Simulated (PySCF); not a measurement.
GaHFBr, SMILES [F][GaH][Br]. Coordinates come from a r2SCAN-D4/def2-TZVP optimisation.

These are r2SCAN-D4/def2-TZVP in PySCF 2.14.0 values and carry that method's errors.

Harmonic wavenumbers (cm⁻¹): 152, 318, 445, 580, 695, 2070. Rotational constants (GHz): 14.61, 1.901, 1.682; symmetry number 1.

Problem. Work out the zero-point energy and the ideal-gas rigid-rotor harmonic-oscillator thermochemistry at 298.15 K and 1 atm.

Solution. ZPE = ½ Σ hcν = ½ × 4260 cm⁻¹ = 25.48 kJ/mol. H − E(el) = 39.58 kJ/mol. Entropy in J/(mol K): translation 172.77, rotation 110.18, vibration 23.31, total 306.27. G − E(el) = -51.74 kJ/mol. Cp = 61.85 J/(mol K).
